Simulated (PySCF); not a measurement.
Computed shifts of a molecule C₃H₇NSi, PBE/pcSseg-1 (PySCF), GIAO, gas phase, atoms alike by connectivity averaged where their shifts nearly agree, in ppm (number of nuclei): ¹³C: 197.1 (1), 43.8 (1), 31.1 (1). ¹⁵N: 502.7 (1). ²⁹Si: -13.5 (1). ¹H: 6.63 (2), 3.75 (2), 2.39 (3). References: ¹³C against TMS (σ = 182.0 ppm); ¹⁵N against NH3 (σ = 267.0 ppm); ²⁹Si against TMS (σ = 335.4 ppm); ¹H against TMS (σ = 31.49 ppm), references at their B3LYP-D3(BJ)/def2-TZVP geometries, non-relativistic. Coordinates come from a B3LYP-D3(BJ)/def2-SVP optimisation. Other conformers were not sampled.

### Question
Pick the molecule that these values belong to.
A. CN1C=C[SiH2]1
B. CC1=NC[SiH2]1
C. C=C/C=N/[SiH3]
D. C[C@H]([SiH3])C#N

### Answer
B, CC1=NC[SiH2]1
